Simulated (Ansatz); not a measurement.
Computed with Ansatz on PBE0-D4/def2-TZVP structures; ΔE is electronic, products minus reactants. CCSD(T)/CBS adds triple-zeta CCSD(T) − MP2 to the extrapolated MP2 energy (def2 sets, frozen cores). DFT in def2-TZVPP. B3LYP here is the variant with VWN-RPA as its local correlation; programs differ in this. One conformer a species, not always the lowest.

Reaction (ligand exchange at the Si–N bond): `F[SiH2]N[SiH2][SiH3]` + CH₃NH₂ → `CN[SiH2][SiH3]` + `N[SiH2]F`

| level | ΔE (kcal/mol) | difference from CCSD(T)/CBS |
| --- | --- | --- |
| r2SCAN-D4 | 1.4 | -0.7 |
| B3LYP-D4 | 1.6 | -0.5 |
| ωB97X-V | 1.6 | -0.5 |
| ωB97M-V | 1.6 | -0.5 |
| PBE | 1.1 | -1.0 |
| r2SCAN | 1.4 | -0.7 |
| B3LYP | 1.2 | -0.9 |
| HF/def2-TZVPP | 2.2 | 0.1 |
| MP2/def2-TZVPP | 1.9 | -0.2 |
| SCS-MP2/def2-TZVPP | 2.1 | 0.0 |
| CCSD/def2-TZVPP | 2.2 | 0.1 |
| CCSD(T)/def2-TZVPP | 2.2 | 0.1 |
| HF/def2-QZVPP | 2.3 | 0.2 |
| HF/CBS(def2) | 2.3 | 0.2 |
| MP2/CBS(def2) | 1.8 | -0.3 |
| CCSD/CBS(def2) | 2.1 | 0.0 |
| CCSD(T)/CBS | 2.1 | 0 |

Largest T1 diagnostic among the species: 0.012.
